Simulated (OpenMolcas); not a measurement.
# What dynamic correlation does to the levels of N3+

```yaml
Program: OpenMolcas
Basis: ANO-RCC-VQZP [5s4p3d2f1g]
Scalar_Hamiltonian: DKH2, point nucleus
Active_space: 2 electrons in 9 orbitals (RAS2 2s 2p; RAS3 3d, at most 2 electrons)
State_averaging: 2S+1 = 3 even, 3 roots; 2S+1 = 1 even, 7 roots; 2S+1 = 3 odd, 3 roots; 2S+1 = 1 odd, 3 roots
Spin-orbit_coupling: RASSI with atomic mean-field integrals over the reference wave functions, term energies averaged over their components
```

Methods on the same reference wave functions:
A. RASSCF
B. SS-RASPT2, IPEA 0.25 Eh, imaginary shift 0.1 Eh (closed shells correlated: 1s)
C. MS-RASPT2, IPEA 0.25 Eh, imaginary shift 0.1 Eh (closed shells correlated: 1s)

Energies in cm-1 above 2s2 1S0, the measured ground level; measured values from Moore, Selected Tables of Atomic Spectra, NSRDS-NBS 3, section 4.

```json
{"Level": "2s2 1S0", "A": "0.0", "B": "0.0", "C": "0.0", "Measured": "0.0"}
{"Level": "2s 2p 3P* 0", "A": "67012", "B": "67159", "C": "67169", "Measured": "67209"}
{"Level": "2s 2p 3P* 1", "A": "67081", "B": "67227", "C": "67237", "Measured": "67272"}
{"Level": "2s 2p 3P* 2", "A": "67218", "B": "67364", "C": "67374", "Measured": "67416"}
{"Level": "2s 2p 1P* 1", "A": "133530", "B": "131284", "C": "131294", "Measured": "130694"}
{"Level": "2p2 3P0", "A": "176712", "B": "175629", "C": "175639", "Measured": "175535"}
{"Level": "2p2 3P1", "A": "176781", "B": "175697", "C": "175707", "Measured": "175608"}
{"Level": "2p2 3P2", "A": "176916", "B": "175833", "C": "175843", "Measured": "175733"}
{"Level": "2p2 1D2", "A": "191526", "B": "189300", "C": "189310", "Measured": "188882"}
{"Level": "2p2 1S0", "A": "243392", "B": "236365", "C": "236386", "Measured": "235369"}
```

Deviations, from unrounded energies. A percentage is the sum of absolute deviations over the sum of measured energies, with the sign that they share, or ± where signs differ.

```
           Against measurement  Levels     A     B     C
mean absolute deviation (cm-1)       9  2000   270   270
      other configurations (%)       9  ±1.4  ±0.2  ±0.2
```

B, C lie about equally close to measurement and A furthest from it. The largest miss of B in the table is 2p2 1S0, by +1000 cm-1. The ranking rests on the paired levels alone, and a cruder setting can come out closer through cancelling errors.

Between B and C the level of the table that moves most is 2p2 1S0, by 20 cm-1 (lowest in B, highest in C).

The lowest spin-free term lies below A's lowest term by 0.016 hartree in B, 0.016 hartree in C.

Active for correlation alone: 3d; no level in the range computed is led by a configuration that fills it, so any true level of that kind is missing. Computed and measured levels are paired by configuration, term and J; levels that our copy of the source lacks, or whose pairing is in doubt (as where it misses far off the trend of its configuration), stay unpaired and out of the deviations. Only configurations of the active space appear.

* marks odd parity.
